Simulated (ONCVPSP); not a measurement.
Cu (Z = 29): excitation energies, all-electron against ONCV

copper (Cu), optimised norm-conserving Vanderbilt (ONCV), made with ONCVPSP 4.0.1 (PBEsol, scalar-relativistic). Core [Ne], reference 3s2 3p6 3d9 4s2. Waves: 3s+4s: rc 1.05 bohr, ncon 4, nbas 8, qcut 10.7 1/bohr, 2 projectors; 3p: rc 1.05 bohr, ncon 4, nbas 8, qcut 15.9 1/bohr, 1 projector; 3d: rc 1.05 bohr, ncon 4, nbas 9, qcut 17 1/bohr, 1 projector. Local part: polynomial inside 0.80 bohr (lpopt 2, dvloc0 0 Ha). Core correction: Teter function, fcfact 5, rcfact 1.

Energies are relative to the spin-unpolarised reference configuration 3s2 3p6 3d9 4s2; without spin polarisation the order of configurations can differ from experiment.

```tsv
valence configuration	charge	ΔE all-electron (eV)	error AE − PS (meV)
3s2 3p6 3d10 4s1	0	-1.987	-2.1
3s2 3p6 3d10 4s0	+1	6.119	+1.7
3s2 3p6 3d9 4s0	+2	27.432	+0.9
```

(1) What are ΔE and the potential's error for 3s2 3p6 3d8 4s0?

Answers

(1) ΔE = 66.425 eV all-electron; the error (AE − PS) is -13 meV.
